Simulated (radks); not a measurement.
Task: The mean radii <r> (bohr) of the occupied orbitals of an atom or ion are listed with their occupations. Method: Dirac Kohn-Sham, exchange-only B88, spin-unpolarised, spherical densities, finite nucleus; Fermi nuclear charge, rms radius of each element as measured or else 0.836 A^(1/3) + 0.57 fm; computed with a radial shooting solver on a logarithmic mesh with Libxc functionals.

| orbital | occ. | <r> |
|---|---|---|
| 1s1/2 | 2 | 0.03262 |
| 2s1/2 | 2 | 0.1416 |
| 2p1/2 | 2 | 0.1203 |
| 2p3/2 | 4 | 0.1251 |
| 3s1/2 | 2 | 0.3903 |
| 3p1/2 | 2 | 0.3828 |
| 3p3/2 | 4 | 0.3935 |
| 3d3/2 | 4 | 0.3677 |
| 3d5/2 | 6 | 0.3712 |
| 4p1/2 | 2 | 1.023 |
| 4p3/2 | 4 | 1.049 |
| 4d3/2 | 4 | 1.284 |
| 4d5/2 | 3 | 1.295 |
| 4f5/2 | 2 | 4.238 |

Name the element and its charge. Open shells, if any, fill j = l - 1/2 first.

Result: Z = 45, rhodium, charge +2: Rh2+ in [Ar] 3d10 4p6 4d7 4f2. The 1s radius gives Z: for a bare nucleus <r> = (2 gamma + 1)/(2Z) with gamma = sqrt(1 - (Z/c)^2), 0.0321 bohr for Z = 45, and screening makes it slightly larger (0.03262 here). The occupations add up to 43, and the charge is Z minus that.
